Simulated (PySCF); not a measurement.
Computed IR spectrum (relative IR intensity) of a molecule C2H9FOSi2. Geometry optimised at PBE-D3(BJ)/def2-SVP. The values are those of a single conformer. These are PBE-D3(BJ)/def2-SVP run with PySCF values and carry that method's errors. Frequencies are harmonic and unscaled.

Lines under 2 % of the strongest are left out, and lines within 2 cm⁻¹ are merged.

```csv
ν (cm⁻¹),relative intensity
338,4.6
465,2.4
666,3.7
679,30
739,3.8
779,9.5
823,6.1
843,3.8
856,11
872,100
909,35
915,25
949,66
1092,71
1197,2.0
1214,6.2
1403,2.8
2146,35
2161,31
2181,31
2234,32
2920,7.8
2976,4.9
```

Which molecule gave these data?
A) C[Si@H](CO)[SiH2]F
B) C[SiH2]CO[SiH2]F
C) CO[Si@H]([SiH3])CF
D) CC[Si@@H](F)[SiH2]O

B, C[SiH2]CO[SiH2]F
